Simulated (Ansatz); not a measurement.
Basis sets compared for cis-[VF2(H2O)4]+ (VO₄F₂H₈⁺). Total charge 1; triplet. Geometry PBE0-D4/def2-SVP. Ansatz on 4 threads of Intel Xeon 6975P-C on a shared host; times are rough, and most runs start from earlier orbitals.

```xyz
15

V     0.403    0.170   -0.067
F     1.358    0.954    1.194
O    -1.179   -0.863   -1.081
H    -1.488   -1.717   -0.749
H    -1.008   -0.972   -2.028
F     1.227    0.147   -1.628
O    -1.097   -0.117    1.437
H    -1.948    0.330    1.325
H    -0.785    0.105    2.327
O    -0.412    2.058   -0.475
H    -0.327    2.357   -1.392
H     0.063    2.712    0.062
O     1.347   -1.657    0.341
H     1.907   -1.642    1.131
H     1.940   -1.864   -0.398
```

| level | functions | energy (Eh) | HOMO (eV) | LUMO (eV) | wall time |
| --- | --- | --- | --- | --- | --- |
| PBE-D4/def2-SVP | 155 | -1448.1453 | -7.96 | -7.25 | 2 s |
| PBE0-D4/def2-SVP | 155 | -1448.1669 | -10.82 | -6.18 | 4 s |

Q: Estimate the rows for PBE-D4/def2-TZVP (with forces), PBE0-D4/def2-TZVP.

A: 
| level | functions | energy (Eh) | HOMO (eV) | LUMO (eV) | wall time |
| --- | --- | --- | --- | --- | --- |
| PBE-D4/def2-TZVP (with forces) | 279 | -1448.8925 | -8.26 | -7.55 | 4.4 s |
| PBE0-D4/def2-TZVP | 279 | -1448.9062 | -10.94 | -6.27 | 16 s |
